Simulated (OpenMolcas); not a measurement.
# 3d4 along the 22-electron sequence

```
Program             : OpenMolcas
Method              : CASSCF
Basis               : ANO-RCC-VTZP
Scalar Hamiltonian  : DKH2, point nucleus
Spin-orbit coupling : state interaction with AMFI integrals over the reference wave functions, term energies averaged over their components
```

Active space for each ion: 4 electrons in 5 orbitals (3d).

Computed levels in cm-1 above 5D0:

```
                               Level   Mn3+   Fe4+   Co5+   Ni6+   Cu7+
                                 5D1    101    151    217    287    386
                                 5D2    299    446    636    836   1113
                                 5D3    586    869   1231   1607   2122
                                 5D4    954   1406   1977   2563   3356
                                 3H4  23651  27122  30771  33608  36734
                                 3H5  23859  27439  31235  34228  37580
                                 3H6  24094  27790  31735  34881  38441
                              3P0(1)  25487  28975  32571  35266  38126
                              3P1(1)  26081  29866  33850  36944  40357
weight of 5D in the lowest level (%)    100    100    100    100     99
```

Measured, with the error of the calculation in %. Measured levels: Mn3+ from Corliss and Sugar, J. Phys. Chem. Ref. Data 6, 1253 (1977); Fe4+ from Corliss and Sugar, J. Phys. Chem. Ref. Data 11, 135 (1982); Co5+ from Sugar and Corliss, J. Phys. Chem. Ref. Data 10, 1097 (1981); Ni6+ from Corliss and Sugar, J. Phys. Chem. Ref. Data 10, 197 (1981).

| Level | Mn3+ | Fe4+ | Co5+ | Ni6+ |
| --- | --- | --- | --- | --- |
| 5D1 | 99.0 (+2.0) | 142 (+6.6) | 204 (+6.6) | 279 (+3.0) |
| 5D2 | 287 (+4.1) | 417 (+6.8) | 589 (+8.0) | 804 (+4.0) |
| 5D3 | 552 (+6.1) | 803 (+8.2) | 1125 (+9.4) | 1520 (+5.7) |
| 5D4 | 886 (+7.7) | 1283 (+9.6) | 1782 (+11.0) | 2392 (+7.2) |
| 3H4 | 21281 (+11.1) | 24932 (+8.8) | 28377 (+8.4) | 31672 (+6.1) |
| 3H5 | 21475 (+11.1) | 25226 (+8.8) | 28806 (+8.4) | 32286 (+6.0) |
| 3H6 | 21679 (+11.1) | 25528 (+8.9) | 29234 (+8.6) | 32877 (+6.1) |
| 3P0(1) | 20654 (+23.4) | 24055 (+20.5) | 27166 (+19.9) | 30077 (+17.3) |
| 3P1(1) | 21279 (+22.6) | 24973 (+19.6) | 28462 (+18.9) | 31836 (+16.0) |

The fine-structure level 5D4 changes by a factor of 3.52 from Mn3+ to Cu7+. Its fourth root runs 5.56, 6.12, 6.67, 7.12, 7.61, with steps per unit of Z of 0.57, 0.54, 0.45, 0.50; equal steps would mean a (Z - σ)^4 law with constant σ.

3H4 changes by a factor of 1.55 over the same range, with steps per unit of Z of +3470, +3650, +2840, +3130 cm-1.

Without dynamic correlation excited terms often stand tens of per cent too high (terms of higher spin than the ground term too low), and those without a measured partner can miss by more than the paired ones. Measured partners are found by configuration, term and J. A level has none where our copy of the source lacks it or the pairing is in doubt (some pairs that miss far off the trend of their configuration count as doubtful), and it then counts in no deviation. Levels of configurations outside the active space are missing.

A number in round brackets counts repeated terms of one configuration in the order of the reference energies.
